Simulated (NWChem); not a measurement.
System: BeHI; SMILES [BeH][I]

Parts of the log:

```
             Northwest Computational Chemistry Package (NWChem) 7.3.0
             --------------------------------------------------------

                             Geometry "geometry" -> ""
                             -------------------------

 Output coordinates in angstroms (scale by  1.889725989 to convert to a.u.)

  No.       Tag          Charge          X              Y              Z
 ---- ---------------- ---------- -------------- -------------- --------------
    1 Be                   4.0000     0.00000000     0.00000000    -1.95870800
    2 H                    1.0000     0.00000000     0.00000000    -3.29078300
    3 I                   53.0000     0.00000000     0.00000000     0.22208600

 Effective nuclear repulsion energy (a.u.)      61.0154685667

 Summary of "ao basis" -> "ao basis" (spherical)
 ------------------------------------------------------------------------------
       Tag                 Description            Shells   Functions and Types
 ---------------- ------------------------------  ------  ---------------------
 Be                        def2-svpd                 6       12   3s3p
 H                         def2-svpd                 4        8   2s2p
 I                         def2-svpd                13       35   5s5p3d

            General Information
            -------------------
          SCF calculation type: DFT
          Wavefunction type:  closed shell.
          No. of atoms     :     3
          No. of electrons :    30
           Alpha electrons :    15
            Beta electrons :    15
          Charge           :     0
          Spin multiplicity:     1
          Use of symmetry is: off; symmetry adaption is: off
          Maximum number of iterations: 150
          AO basis - number of functions:    55
                     number of shells:    23
          Convergence on energy requested:  1.00D-06
          Convergence on density requested:  1.00D-05
          Convergence on gradient requested:  5.00D-04

              XC Information
              --------------
          PerdewBurkeErnzerhof Exchange Functional  1.000
            Perdew 1991 LDA Correlation Functional  1.000 local
           PerdewBurkeErnz. Correlation Functional  1.000 non-local

[...]

                                NWChem TDDFT Module
                                -------------------

            General Information
            -------------------
           No. of orbitals :     110
            Alpha orbitals :      55
             Beta orbitals :      55
        Alpha frozen cores :       0
         Beta frozen cores :       0
     Alpha frozen virtuals :       0
      Beta frozen virtuals :       0
         Spin multiplicity :       1
    Number of AO functions :      55
        Use of symmetry is : off
      Symmetry adaption is : off
         Schwarz screening :  0.10D-07

              XC Information
              --------------
   PerdewBurkeErnzerhof Exchange Functional   1.00
     Perdew 1991 LDA Correlation Functional   1.00 local
    PerdewBurkeErnz. Correlation Functional   1.00 non-local

             TDDFT Information
             -----------------
          Calculation type : Tamm-Dancoff TDDFT
         Wavefunction type : Restricted singlets
          No. of electrons :      30
           Alpha electrons :      15
            Beta electrons :      15
              No. of roots :       6
          Max subspacesize :    5200
            Max iterations :     100
               Target root :       1
           Target symmetry : none
      Symmetry restriction : off
                 Algorithm : Optimal
        Davidson threshold :  0.10D-03

    6 smallest eigenvalue differences (eV)
--------------------------------------------------------
  No. Spin  Occ  Vir  Irrep   E(Occ)    E(Vir)   E(Diff)
--------------------------------------------------------
    1    1   15   16 a        -0.260    -0.067     5.245
    2    1   15   17 a        -0.260    -0.067     5.245
    3    1   14   16 a        -0.260    -0.067     5.245
    4    1   14   17 a        -0.260    -0.067     5.245
    5    1   13   16 a        -0.294    -0.067     6.180
    6    1   13   17 a        -0.294    -0.067     6.180
--------------------------------------------------------

  Entering Davidson iterations
  Restricted singlet excited states

  Iter   NTrls   NConv    DeltaV     DeltaE      Time
  ----  ------  ------  ---------  ---------  ---------
    1      6       1     0.14E+00   0.10+100        1.4
    2     11       1     0.76E-01   0.18E-01        1.3
    3     16       3     0.41E-01   0.16E-01        1.3
    4     19       3     0.82E-02   0.31E-02        1.2
    5     22       4     0.40E-02   0.63E-04        2.0
    6     24       5     0.78E-03   0.16E-04        1.9
    7     25       6     0.35E-04   0.73E-06        1.4
  ----  ------  ------  ---------  ---------  ---------
  Convergence criterion met

  Ground state a        -313.019006145600 a.u.

  ----------------------------------------------------------------------------
  Root   1 singlet a              0.192749217 a.u.                5.2450 eV
  ----------------------------------------------------------------------------
     Transition Moments    X  0.00000   Y  0.00000   Z -0.00000
     Dipole Oscillator Strength                    0.0000000000
     Electric Quadrupole                           0.0000000000
     Magnetic Dipole                               0.0000000000
     Total Oscillator Strength                     0.0000000000

[...]
```

Level: PBE/def2-SVPD with def2 effective core potentials on I, TDA. Structure relaxed at the PBE0/def2-SVP level. No frequency run checked for a minimum. def2 effective core potentials on I; no spin-orbit coupling.

Question: Which NWChem input produces such a log?

Answer: This is not unique; one that fits is the input that was run:
```
start job
memory heap 200 mb stack 900 mb global 1100 mb
geometry units angstroms noautosym nocenter noautoz
  Be     0.000000     0.000000    -1.958708
  H      0.000000     0.000000    -3.290783
  I      0.000000     0.000000     0.222086
end
basis spherical
  * library def2-svpd
end
ecp
  I library def2-ecp
end
dft
  xc xpbe96 cpbe96
  iterations 150
end
tddft
  cis
  nroots 6
  notriplet
end
task tddft energy
```
